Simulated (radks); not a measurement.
Q: Rh VII, configuration [Ar] 3d10 4s1 4p6 4d3 5s1 (not the ground configuration). Calculated with a radial shooting solver on a logarithmic mesh with Libxc functionals: Dirac Kohn-Sham, PBE, spin-unpolarised, spherical densities, point nucleus; open shells fill j = l - 1/2 first.

Spin-orbit splittings of the eigenvalues, e(l+1/2) - e(l-1/2), with zeta = 2 splitting/(2l+1) and mean radii in bohr:

shell  occ.  splitting (eV)  zeta (eV)  <r> j=l-1/2  <r> j=l+1/2
2p        6           144.6      96.42       0.1203       0.1252
3p        6           24.97      16.65       0.3824       0.3931
3d       10           4.937      1.975       0.3671       0.3706
4p        6               ?          ?       0.9943        1.018
4d        3          0.6827     0.2731        1.173        1.181

Estimate the 4p splitting.

A: 4.523 eV (zeta = 3.015 eV).
